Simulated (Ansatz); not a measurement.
Another site gives an ion 0.71 eV lower (`C[NH-]`) at the level frozen-core CCSD(T)/aug-cc-pVTZ // r2SCAN-D4/def2-TZVPD (Ansatz, an electronic-structure program).

These are frozen-core CCSD(T)/aug-cc-pVTZ // r2SCAN-D4/def2-TZVPD (Ansatz) values and carry that method's errors.

Ansatz 0.2 input:
```yaml
crystal:
  periodic: [false, false, false]
  atoms:
    - { symbol: C, position_ang: [0.669589, 0.016058, -0.399757] }
    - { symbol: N, position_ang: [-0.69166, -0.015979, 0.361471] }
    - { symbol: H, position_ang: [1.228629, -0.836637, 0.044738] }
    - { symbol: H, position_ang: [1.199481, 0.876676, 0.064721] }
    - { symbol: H, position_ang: [-1.189629, -0.806752, -0.044748] }
    - { symbol: H, position_ang: [-1.216412, 0.766632, -0.026426] }
basis:
  gaussian: { orbitals: aug-cc-pVTZ }
correlation:
  method: ccsd_t
total_charge: -1
```

Output:

```
Functional definition: HF
1042 factors; integrals over basis functions are off by at most 5.6e-4 eV
mean field evaluation 1: about -2571.6897 eV, gradient 1.8e1 eV
mean field evaluation 2: about -2571.6905 eV, gradient 1.8e1 eV
mean field evaluation 4: about -2572.9055 eV, gradient 2.9e0 eV
mean field evaluation 8: about -2572.9649 eV, gradient 2.2e-1 eV
mean field evaluation 16: about -2572.7720 eV, gradient 6.2e0 eV
mean field evaluation 32: about -2567.0887 eV, gradient 1.7e1 eV
mean field -2572.96717632 eV, -94.5547997098 hartree, gradient 2.4e-6 eV, S^2 0.000000; 0 other end points of the search recorded, 0 dependent functions left out
2 core orbitals not correlated
reference -2572.96717632 eV, -94.5547997098 hartree; 7, 7 occupied and 175, 175 virtual orbitals, 1042 factors
second order -11.74610902 eV of doubles, -0.00000000 eV of singles
cycle   1  -11.84587542 eV  change   -1.0e-1 eV  update   8.1e-2
cycle   2  -12.11449987 eV  change   -2.7e-1 eV  update   2.8e-2
cycle   3  -12.19917820 eV  change   -8.5e-2 eV  update   1.9e-2
cycle   4  -12.20608100 eV  change   -6.9e-3 eV  update   9.0e-3
cycle   5  -12.20154252 eV  change    4.5e-3 eV  update   8.0e-3
cycle   6  -12.20189453 eV  change   -3.5e-4 eV  update   5.8e-3
cycle   7  -12.20340945 eV  change   -1.5e-3 eV  update   3.8e-3
cycle   8  -12.20282583 eV  change    5.8e-4 eV  update   2.2e-3
cycle   9  -12.20335011 eV  change   -5.2e-4 eV  update   1.0e-3
cycle  10  -12.20400023 eV  change   -6.5e-4 eV  update   4.9e-4
cycle  11  -12.20355355 eV  change    4.5e-4 eV  update   2.5e-4
cycle  12  -12.20364501 eV  change   -9.1e-5 eV  update   1.5e-4
cycle  13  -12.20364500 eV  change    9.8e-9 eV  update   6.1e-5
cycle  14  -12.20364520 eV  change   -1.9e-7 eV  update   3.2e-5
cycle  15  -12.20366617 eV  change   -2.1e-5 eV  update   1.3e-5
cycle  16  -12.20367289 eV  change   -6.7e-6 eV  update   6.1e-6
perturbative correction -0.54159840 eV, -0.0199033741 hartree
Total energy: -2585.71244761 eV, -95.0231797908 hartree
```

Cost: roughly 60 core-seconds.
